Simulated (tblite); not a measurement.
Isomers of C7H11N3. Level: GFN2-xTB in tblite, geometry and Hessian alike; calculated harmonic values, unscaled, isolated species. Errors from tens to a few hundred cm⁻¹ against measured bands are possible. One conformer each.

Electronic energies: GFN2-xTB at the same geometries; isomer energies are rough at this level and their order can be wrong.

```
            SMILES  electronic energy, lowest = 0 (kcal/mol)
    c1nncn1C1CCCC1                                       0.0
    Cc1cnncc1N(C)C                                      28.2
  CC(C)(C)c1ccnnn1                                      43.1
C=Cc1nn[nH]c1C(C)C                                      37.8
```

Problem. How do GFN2-xTB zero-point energies change the relative energies?

Solution. 
```
            SMILES  ZPE (kcal/mol)  of it from modes above 1550 cm⁻¹  electronic (kcal/mol)  with ZPE, lowest = 0 (kcal/mol)  lowest mode (cm⁻¹)  rings
    c1nncn1C1CCCC1           111.6                              47.7                    0.0                              0.0                  49      2
    Cc1cnncc1N(C)C           108.3                              47.3                   28.2                             24.9                  71      1
C=Cc1nn[nH]c1C(C)C           108.5                              53.1                   37.8                             34.8                  15      1
  CC(C)(C)c1ccnnn1           108.1                              47.9                   43.1                             39.6                  32      1
```

The zero-point energies span 3.5 kcal/mol, from `CC(C)(C)c1ccnnn1` to `c1nncn1C1CCCC1`. The order is unchanged.

Problem. What do entropy and thermal enthalpy add at 298.15 K and 1 bar (rigid rotor, harmonic oscillator, one conformer each)?

Solution. 
```tsv
SMILES	point group	symmetry number	S (cal/(mol K))	H − H(0) (kcal/mol)	ZPE + H − H(0) − TS (kcal/mol)
c1nncn1C1CCCC1	C1	1	92.6	5.89	89.8
Cc1cnncc1N(C)C	C1	1	97.3	6.97	86.3
CC(C)(C)c1ccnnn1	Cs	1	98.4	6.99	85.8
```

Not tabulated: `C=Cc1nn[nH]c1C(C)C` (lowest mode only 15 cm⁻¹).
